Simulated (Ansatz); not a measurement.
Ansatz (a quantum-chemistry and plane-wave program) input for C₂H₄N₃, SMILES c1nc[nH+][nH]1, charge +1, ωB97X-V/def2-TZVPD. The structure is a stationary point at PBE0-D3(BJ)/def2-SVP. The isomer is the one that the SMILES or the coordinates give; other isomers of the formula were not compared.

Ansatz 0.2 input:
```yaml
crystal:
  periodic: [false, false, false]
  atoms:
    - {symbol: C, position_ang: [0.00000000, -1.05263743, 0.43221034]}
    - {symbol: N, position_ang: [0.00000000, 0.00000011, 1.23496637]}
    - {symbol: C, position_ang: [0.00000000, 1.05263751, 0.43221016]}
    - {symbol: N, position_ang: [0.00000000, 0.66934496, -0.84877581]}
    - {symbol: N, position_ang: [0.00000000, -0.66934512, -0.84877570]}
    - {symbol: H, position_ang: [0.00000000, -2.10201398, 0.73393311]}
    - {symbol: H, position_ang: [0.00000000, 2.10201411, 0.73393274]}
    - {symbol: H, position_ang: [0.00000000, 1.21916446, -1.70814652]}
    - {symbol: H, position_ang: [0.00000000, -1.21916478, -1.70814630]}
basis:
  gaussian:
    orbitals: def2-TZVPD
hamiltonian:
  xc: {name: wB97X-V}
total_charge: 1
```

Output:

```
WARN ansatz: RAYON_NUM_THREADS=1 ignored (pool sized by the plan → 1); use --threads N
Functional definition: wB97X-V
integrals: 0.16 GiB planned
1089 factors; their error is unknown
integrals: 0.20 GiB planned
350 factors; integrals over basis functions are off by at most 9.0e-6 eV
mean field: 1.55 GiB planned
mean field evaluation 1: about -6594.6803 eV, gradient 6.0e1 eV
mean field evaluation 2: about -6597.2592 eV, gradient 4.9e1 eV
mean field evaluation 4: about -6601.7153 eV, gradient 2.5e0 eV
mean field evaluation 8: about -6601.7421 eV, gradient 5.9e-2 eV
mean field evaluation 16: about -6601.7371 eV, gradient 2.6e-5 eV
mean field -6601.73714092 eV, -242.6093651106 hartree, gradient 2.6e-5 eV, S^2 0.000000; 0 other end points of the search recorded, 0 dependent functions left out
reference -6601.73713917 eV, -242.6093650462 hartree; 18, 18 occupied and 203, 203 virtual orbitals, 1089 factors
Total energy: -6601.73713917 eV, -242.6093650462 hartree
```

The calculation finished and met its thresholds.
